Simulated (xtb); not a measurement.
Species: C2H6Si, SMILES `CC=[SiH2]` (charge 0, multiplicity 1).

Q: Give a relaxed geometry from GFN2-xTB (xtb 6.7.1).

A: the end point of this relaxation (outside a Z-matrix the atoms follow the SMILES, hydrogens last).
Z-matrix (Å, degrees):
```
C
H 1 1.0830
C 1 1.5043 2 114.24
H 3 1.0872 1 111.53 2 179.66
H 3 1.0922 4 108.14 1 -122.13
H 3 1.0924 4 108.16 5 -115.76
Si 1 1.7525 2 119.85 3 -179.88
H 7 1.4555 1 123.06 2 -0.17
H 7 1.4569 8 112.73 1 179.94
```
